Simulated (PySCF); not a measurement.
# Dipole moment and polarisability of `[SiH3]S[C@@H]1CC[Se]1`

Compound: C3H8SSeSi.
SMILES with atom numbers: `[SiH3:1][S:2][C@@H:3]1[CH2:4][CH2:5][Se:6]1` (hydrogens: H7, H8, H9 on Si1; H10 on C3; H11, H12 on C4; H13, H14 on C5)

Geometry (PBE0-D3(BJ)/def2-SVP, Å), atoms numbered from 1 in this order:
```
atom  x, y, z in Å
Si1    2.4177    0.3473    0.2097
S2     1.3215   -0.6971    1.7413
C3    -0.3851   -0.2387    1.3664
C4    -1.0420   -0.8103    0.1041
C5    -1.9221    0.3845   -0.2763
Se6   -0.8260    1.6187    0.8075
H7     1.8695    0.0918   -1.1555
H8     2.5034    1.8143    0.4564
H9     3.7786   -0.2560    0.3199
H10   -0.9511   -0.4721    2.2798
H11   -1.5689   -1.7656    0.2606
H12   -0.2737   -0.9723   -0.6660
H13   -1.9631    0.6364   -1.3440
H14   -2.9409    0.3347    0.1325
```

Level: B3LYP/def2-SVPD (PySCF), static field, nuclei fixed, core orbitals frozen in the response. The polarisability tensor in these axes (au):

```
x   128.77  -5.35   2.96
y    -5.35 108.64  -2.63
z     2.96  -2.63  98.00
```

Problem. What are the eigenvalues, a third of the trace, and Δα (Δα² = ½Σ(αi − αj)² over the three pairs)?

Solution. Principal values 97.29, 107.63 and 130.48 au; mean 111.80 au = 16.57 Å³ = 18.43 × 10⁻⁴⁰ C²·m²/J; Δα = 29.42 au (26 % of the mean).

Problem. What is the dipole moment, and where does it point?

Solution. (-1.52, -0.61, -1.30) D, 2.09 D in size, pointing from the negative to the positive side. Measured along this direction, the outermost atoms are H9 at the negative end and H13 and H14 at the positive end.

Problem. What are the principal values of the traceless quadrupole moment, Θ = ½Σq(3rr − r²1), about the centre of nuclear charge?

Solution. -6.39, 0.18, 6.21 D·Å. The values depend on the origin, since the dipole doesn't vanish. The electronic extent ⟨r²⟩ about the same centre is 1349 bohr², a root-mean-square distance of 2.05 Å for the 90 electrons.

Problem. In TDDFT the mean static polarisability is Σ f/ω² over all singlet excitations (ω in hartree). How much of it do the 6 lowest give? Their energies (eV) and oscillator strengths: 3.72, 0.0003; 4.62, 0.0174; 5.16, 0.0052; 5.40, 0.0560; 5.64, 0.0008; 5.66, 0.0166.

Solution. They add up to 2.59 au, 2.3 % of the 111.80 au; the largest single term is 1.42 au, from the state at 5.40 eV. Terms in order: 0.02, 0.60, 0.14, 1.42, 0.02, 0.38 au. Higher excitations give the rest. The strengths listed sum to 0.096.

Problem. Find the Langevin capture rate constant for H3O+ (19.018 u) meeting this molecule (183.928 u), k = 2.342 × 10⁻⁹ cm³/s × √(α in Å³ / reduced mass in u).

Solution. The reduced mass is 17.24 u, so k = 2.30 × 10⁻⁹ cm³/s. The formula leaves out the permanent dipole, which adds to the capture rate.

Problem. Refractivity n − 1 of an ideal gas of it at 400 K and 1 atm, from the electronic α?

Solution. N = p/kT = 1.8347 × 10¹⁹ cm⁻³, so n − 1 = 2π × N × 16.57 × 10⁻²⁴ cm³ = 1910 × 10⁻⁶ at long wavelengths, for an ideal gas.

Problem. Orientational against electronic polarisability at 273 K (dilute gas, rigid molecules)?

Solution. In Gaussian units μ²/3kT = 38.71 Å³ against 16.57 Å³, a ratio of 2.34; the Debye molar polarisation (4π/3)N_A(α + μ²/3kT) is 139.4 cm³/mol, leaving out the vibrational part.

Geometry: PBE0-D3(BJ)/def2-SVP, one conformer, isolated molecule. The calculation is non-relativistic, for selenium too.
